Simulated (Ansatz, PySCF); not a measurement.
Reaction (SMILES): O=CCC(=O)[SiH3] + 7 [H][H] (H2) -> 3 C (CH4) + 2 O (H2O) + [SiH4] (SiH4)
Geometries: B3LYP-D3(BJ)/def2-TZVP minima from Ansatz (an electronic-structure program), one conformer each, not searched for the lowest. Frequencies are from Ansatz or PySCF.

Wanted: energy of full hydrogenation (enthalpy at 298 K, with B3LYP-D3(BJ) rigid-rotor harmonic-oscillator terms), in kcal/mol. Cores are frozen in the correlated levels unless marked. No spin-orbit coupling. No relativistic terms. CBS marks a two-point X^-3 extrapolation of the correlation energy; Hartree-Fock from the larger set.

| level | program | energy of full hydrogenation (kcal/mol) |
|---|---|---|
| PBE0/def2-TZVPD | Ansatz | -121.4 |

Q: Predict the CCSD(T)/CBS(cc-pV(T+d)Z,cc-pV(Q+d)Z) result (Ansatz).

A: -114.4 kcal/mol
